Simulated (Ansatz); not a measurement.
# Molecular dynamics, step by step

AgHBr (charge +1), closed shell, BLYP-D4/def2-SVP (Ansatz 0.2.0). Settings (timestep in fs, temperature in K; T counts 3 degrees of freedom):

```yaml
hamiltonian: {xc: {name: BLYP}, dispersion: d4}
md: {n_steps: 60, timestep: 1.0, temperature: 300, ensemble: nvt_nose_hoover, seed: 295, initial_velocities: maxwell_boltzmann}
```

Start:

Ag1  (0.033, -0.026, -1.843)
Br2  (0.512, -0.401, 0.672)
H3  (-0.545, 0.427, 1.171)
(Å)

```csv
step,time (fs),potential energy less the start (meV),kinetic energy (meV),T (K)
0,0.00,0.0,38.8,300
4,4.00,11.4,27.7,214
8,8.00,9.0,29.5,228
12,12.00,30.2,9.1,71
16,16.00,25.1,13.7,106
20,20.00,31.9,7.3,56
24,24.00,27.6,11.6,90
28,28.00,12.7,26.2,203
32,32.00,21.5,18.4,142
36,36.00,5.5,34.1,264
40,40.00,16.9,23.6,182
44,44.00,22.8,18.1,140
48,48.00,21.2,19.6,152
52,52.00,33.2,8.6,67
56,56.00,14.9,26.5,205
60,60.00,18.1,24.5,190
```

Step 12, positions (Å) and forces (eV/Å):

| atom | x | y | z | Fx | Fy | Fz |
| --- | --- | --- | --- | --- | --- | --- |
| Ag1 | 0.036 | -0.028 | -1.834 | -0.133 | 0.104 | -0.321 |
| Br2 | 0.507 | -0.398 | 0.658 | 0.757 | -0.593 | 0.085 |
| H3 | -0.481 | 0.377 | 1.320 | -0.624 | 0.489 | 0.235 |

Step 28, positions (Å) and forces (eV/Å):

```csv
atom,x,y,z,Fx,Fy,Fz
Ag1,0.036,-0.028,-1.829,-0.120,0.094,-0.390
Br2,0.507,-0.397,0.652,0.274,-0.215,0.408
H3,-0.525,0.412,1.261,-0.154,0.121,-0.018
```

Step 36, positions (Å) and forces (eV/Å):

| atom | x | y | z | Fx | Fy | Fz |
| --- | --- | --- | --- | --- | --- | --- |
| Ag1 | 0.035 | -0.028 | -1.829 | -0.065 | 0.051 | -0.401 |
| Br2 | 0.509 | -0.399 | 0.654 | 0.164 | -0.129 | 0.332 |
| H3 | -0.567 | 0.445 | 1.129 | -0.099 | 0.077 | 0.069 |

Last step (60):

```csv
atom,x (Å),y (Å),z (Å)
Ag1,0.0320,-0.0251,-1.8445
Br2,0.5140,-0.4029,0.6759
H3,-0.6259,0.4905,1.0167
```

The run took about 65 s on 2 CPU threads of an Arm Neoverse V1 (shared host).
